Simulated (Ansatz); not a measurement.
`[NH2][Mo](=[O])(=[O])[Cl]` + H–F → `[O]=[Mo](=[O])([F])[Cl]` + NH₃ at 700 K and 1 bar (ligand exchange at a Mo–N bond).

Gas-phase electronic energies from Ansatz, PBE0-D4/def2-TZVP geometries. CBS: MP2 limit from def2 TZ/QZ plus the TZ coupled-cluster correction, frozen cores. This one scheme is used for every species. def2 core potentials past Kr. For Mo outer-core shells are correlated without core-valence functions, which leaves a few kJ/mol of doubt a bond. One conformer a species, not always the lowest.

| species | CCSD(T)/CBS energy (Eh) | H − E (kJ/mol) | S (J/(mol·K)) |
| --- | --- | --- | --- |
| `[NH2][Mo](=[O])(=[O])[Cl]` | -734.32634 | 154.5 | 439.3 |
| H–F | -100.39570 | 45.2 | 198.5 |
| `[O]=[Mo](=[O])([F])[Cl]` | -778.22574 | 82.2 | 410.4 |
| NH₃ | -56.50880 | 116.9 | 226.5 |

H − E and S are ideal-gas, rigid-rotor, harmonic terms from PBE0-D4/def2-TZVP, for one conformer and one mirror image of each species. 1 Eh = 2625.50 kJ/mol, R = 8.31446 J/(mol·K).

By hand: ΔE, ΔH, ΔS and ΔG.

ΔE = (-778.22574) + (-56.50880) − (-734.32634) − (-100.39570) = -0.01250 Eh = -32.8 kJ/mol. Δ(H − E) = 82.2 + 116.9 − 154.5 − 45.2 = -0.6, so ΔH = -33.4 kJ/mol. ΔS = 410.4 + 226.5 − 439.3 − 198.5 = -0.9 J/(mol·K). ΔG = -33.4 − 700 × (-0.9)/1000 = -32.8 kJ/mol.

By hand: the equilibrium constant, and the temperature at which ΔG would vanish if ΔH and ΔS stayed fixed.

log₁₀ K = −ΔG/(RT ln 10) = 2.4. ΔG = 0 at ΔH/ΔS = 37111 K, far beyond where these terms or the molecules hold.

The number of gas molecules stays the same, so ΔS is small and ΔH decides. A doubt of 5 kJ/mol in ΔE shifts log₁₀ K by 0.4 here. Other conformers and mirror images would add mixing entropy, several J/(mol·K) or more a flexible species. These are equilibria of isolated gas molecules and say nothing of rates. Largest T1 diagnostic: 0.024 (customary marks: 0.02 for closed shells, 0.045 for open ones).
